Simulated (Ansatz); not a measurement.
A made-up structure of H$_{3}$TeSO (charge +1), singlet:

```csv
atom,x (Å),y (Å),z (Å)
S1,0.8262,0.7994,1.5238
O2,0.1646,-0.4164,-0.0602
Te3,-1.2149,-0.1991,-1.0618
H4,-2.1663,-1.3049,-0.2085
H5,0.8155,-1.0203,-0.4506
H6,1.2819,1.7154,0.6278
```

It is relaxed with PBE-D4/def2-SVP and then PBE0-D4/def2-TZVP (Ansatz 0.2.0). Atoms count as bonded within 1.22 times the sum of their covalent radii (H–H: 0.88 Å). The end point is not checked to be a true minimum.

Q: Does its bonding change? (A judgement: the text doesn't fix the answer.)

A: By the calculation: Yes. Formed: S1–O2; broken: none.

Where it ends: The first stage lowers the energy by 2.10 eV in 8 steps. It ends as H₃TeSO ([SH][OH][TeH]), total charge +1:
S1  (0.677, 0.629, 1.337)
O2  (0.338, -0.230, -0.112)
Te3  (-1.450, -0.259, -1.219)
H4  (-2.140, -1.246, -0.076)
H5  (0.964, -0.955, -0.270)
H6  (1.319, 1.636, 0.711)
(Å)

Labels in which every atom is bracketed show which atoms are joined, not bond orders.

For scale, one of the runs: PBE0-D4/def2-TZVP relaxation, 136 basis functions, launched by `ansatz run in.yaml --threads 2 --pin off --events-out ev --progress --plain --max-ram 4352MiB`. Hardware: 2 CPU threads of an Arm Neoverse V2, shared host. Wall time about 17 s.
